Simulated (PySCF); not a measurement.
Species: CH₆BFGe.
Numbering: `[CH3:1][B:2]([F:3])[GeH3:4]` (hydrogens: H5, H6, H7 on C1; H8, H9, H10 on Ge4)

Computed by this run: PBE0-D3(BJ)/def2-SVP geometry optimisation, gas phase in PySCF 2.14.0; density fitting, grid level 1; the optimiser is geomeTRIC in internal coordinates, started from a GFN2-xTB structure with every atom displaced at random (about 0.01 Å).

Step 0: E = -61024.9382 eV
```
atom  x, y, z in Å  |  force x, y, z in eV/Å
C1     -1.7990   -0.3455    0.1218   -0.469   1.663  -0.375
B2     -0.4445    0.3415   -0.2309   -0.191  -0.038   0.057
F3     -0.4597    1.5824   -0.6968    0.002   0.155  -0.073
Ge4     1.3998   -0.5631   -0.0537   -0.858  -0.046   0.357
H5     -2.6064    0.3951    0.3262    0.350  -0.160  -0.066
H6     -1.7506   -1.0190    0.9413    0.167  -1.005   1.012
H7     -2.1423   -0.8997   -0.7465   -0.085  -0.468  -0.562
H8      2.1537   -0.1437    1.1570    0.404   0.486   0.981
H9      1.3229   -2.0473    0.0914   -0.232  -0.970   0.034
H10     2.3252   -0.3121   -1.1552    0.913   0.382  -1.365
```

Step 1: E = -61025.1135 eV
```
atom  x, y, z in Å  |  force x, y, z in eV/Å
C1     -1.8207   -0.3196    0.1280   -0.011  -0.273   0.197
B2     -0.4518    0.3300   -0.2314    0.068   0.012  -0.017
F3     -0.4424    1.5695   -0.7111   -0.006   0.007   0.011
Ge4     1.4139   -0.5916   -0.0479    0.368  -0.083  -0.062
H5     -2.6031    0.4239    0.3313   -0.060   0.071  -0.002
H6     -1.7590   -1.0382    0.9690    0.006   0.155  -0.212
H7     -2.1458   -0.9062   -0.7545    0.037   0.016   0.033
H8      2.1273   -0.0841    1.2478   -0.135  -0.088  -0.251
H9      1.3182   -2.1437    0.0756    0.007   0.288  -0.041
H10     2.3625   -0.2513   -1.2523   -0.274  -0.106   0.344
```

Problem. Estimate the geometry and energy of step 2. (The exact step hangs on the optimiser's Hessian estimate; all steps are aligned on step 1, rigid shifts and turns removed.)

Solution. E = -61025.1273 eV, largest force 0.074 eV/Å
```
atom  x, y, z in Å  |  force x, y, z in eV/Å
C1     -1.8168   -0.3220    0.1298   -0.031  -0.013   0.046
B2     -0.4485    0.3326   -0.2295    0.028  -0.002  -0.003
F3     -0.4387    1.5724   -0.7083   -0.023   0.010   0.011
Ge4     1.4135   -0.5907   -0.0473    0.070   0.000  -0.024
H5     -2.6051    0.4208    0.3288    0.006  -0.008  -0.014
H6     -1.7515   -1.0365    0.9646    0.007   0.019  -0.026
H7     -2.1331   -0.9110   -0.7526    0.012  -0.001  -0.007
H8      2.1225   -0.0893    1.2319   -0.014   0.000  -0.017
H9      1.3108   -2.1253    0.0725   -0.013   0.007  -0.008
H10     2.3460   -0.2622   -1.2352   -0.042  -0.012   0.041
```

The energy changes by -0.0138 eV. The first-order estimate −F·Δx gives -0.0245 eV and the mean of the old and new forces, exact on a quadratic surface, -0.0135 eV. The step makes an angle of 46° with the force vector and moves no atom by more than 0.026 Å.

The cost below is that of the whole optimisation. The run took 16 s wall on an Arm Neoverse V2 with one thread, shared host with 32 logical CPUs at a one-minute load of 44, and the process peaked at 0.41 GiB of memory.
